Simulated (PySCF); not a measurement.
Bonds (- single, = double, # triple, : aromatic): Si1-O2 1.667 Å, O2-Si3 1.642 Å, Si3-Cl4 2.070 Å. Si1 carries H5, H6, H7; Si3 carries H8, H9.

Geometry: PBE0-D3(BJ)/def2-SVP; GIAO shifts from PySCF 2.14, gas phase, non-relativistic, averaged over equivalent atoms.

At PBE0/pcSseg-1 (114 basis functions, 13 s wall time on 1 thread of an x86-64 server CPU, shared host):
```
   atoms  δ (ppm)
     Si3    -15.6
     Si1    -36.2
      O2     37.2
     Cl4     39.5
   H8/H9     5.43
H5/H6/H7     5.03
```

Referencing at the same level of theory: TMS for 29Si (σref 351.99), 1H (σref 31.27); 17O (σref 334.56) vs H2O; 35Cl (σref 943.27) vs HCl.

What do these become at CAM-B3LYP/pcSseg-2?

Results:


```tsv
atoms	δ at CAM-B3LYP/pcSseg-2	change
Si3	-24.7	-9.1
Si1	-44.6	-8.4
O2	47.7	+10.5
Cl4	41.1	+1.6
H8/H9	5.39	-0.04
H5/H6/H7	5.01	-0.02
```

Scale: 29Si (σ = 328.96 ppm), 1H (σ = 31.34 ppm) against TMS; 17O (σ = 329.76 ppm) against H2O; HCl for 35Cl (σ = 934.42 ppm) (reference shieldings calculated alike).

The largest change is at O2 (oxygen bonded to 2 Si). Cost: 235 basis functions, 44 s wall time on 1 thread of an x86-64 server CPU, shared host.

Experimental scales use liquid or dissolved standards, which lie at an offset from isolated H2O (liquid H2O: subtract about 36 ppm).
